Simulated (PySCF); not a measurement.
BF3H3N, SMILES [B-](F)(F)([NH3+])F.

Geometry optimised at PBE-D3(BJ)/def2-SVP.

Computed with TDDFT-ωB97X/def2-SVPD run with PySCF.

Vertical excitations; the highest root listed may be one member of a degenerate set. Isolated molecule, no solvent. State labels are in the subgroup Cs.

| state | symmetry | energy (eV) | λ (nm) | f | main pairs |
|---|---|---|---|---|---|
| S1 | A' | 9.60 | 129 | 0.110 | HOMO−1→LUMO 94 % |
| S2 | A" | 10.07 | 123 | 0.000 | HOMO→LUMO 90 % |
| S3 | A' | 10.61 | 117 | 0.013 | HOMO−3→LUMO (degenerate set) |
| S4 | A" | 10.61 | 117 | 0.013 | HOMO−2→LUMO (degenerate set) |
| S5 | A" | 11.20 | 111 | 0.021 | HOMO−4→LUMO (degenerate set) |
| S6 | A' | 11.20 | 111 | 0.021 | HOMO−5→LUMO (degenerate set) |
| S7 | A' | 11.59 | 107 | 0.041 | HOMO−1→LUMO+2 (degenerate set) |
| S8 | A" | 11.59 | 107 | 0.041 | HOMO−1→LUMO+3 (degenerate set) |
| S9 | A" | 11.88 | 104 | 0.000 | HOMO→LUMO+1 84 % |
| S10 | A' | 11.91 | 104 | 0.002 | HOMO−1→LUMO+1 76 % |
| T1 | A' | 9.32 | 133 | 0 | HOMO−1→LUMO 92 % |
| T2 | A" | 10.03 | 124 | 0 | HOMO→LUMO 89 % |
| T3 | A' | 10.56 | 117 | 0 | HOMO−3→LUMO (degenerate set) |
| T4 | A" | 10.56 | 117 | 0 | HOMO−2→LUMO (degenerate set) |
Triplets are in the Tamm–Dancoff approximation, which puts them higher than full response would, so one can lie above its singlet here.
